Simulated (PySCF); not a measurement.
C2F4, singlet, at a GFN2-xTB geometry. Base run: HF/STO-3G (PySCF).

Geometry (Å):
```xyz
6

C     -0.0011     0.0025     0.6644
C      0.0011    -0.0025    -0.6644
F      0.0027     1.1012     1.3966
F     -0.0072    -1.0907     1.4047
F      0.0072     1.0907    -1.4047
F     -0.0027    -1.1012    -1.3966
```
All else is at PySCF's defaults.

The base run was repeated with changes; each row names its change, and settings that it needs were set with it.

```tsv
change	E (Eh)	HOMO (eV)	HOMO-LUMO gap (eV)	core-seconds (rough)
base	-466.90122	-7.39	15.60	0.2
functional = o3lyp	-468.75627	-2.34	6.30	1
functional = wb97x_v	-468.68354	-5.36	12.23	100
functional = bp86	-468.76073	-1.40	5.11	2
functional = pw6b95	-469.31625	-3.48	7.76	2
functional = lda,vwn	-465.51215	-1.28	5.05	1.0
functional = b3lyp; dispersion = d4	-468.74724	-2.87	7.03	2
functional = m06	-468.51619	-3.30	7.41	2
functional = b97-1	-468.70836	-2.83	7.17	2
functional = wb97x	-468.72905	-5.45	12.20	2
functional = scan	-468.71326	-1.97	5.53	2
functional = b3lyp	-468.74188	-2.87	7.03	1
functional = tpssh	-468.84444	-2.20	6.25	2
```

Absolute energies of different levels of theory aren't comparable as measures of quality.
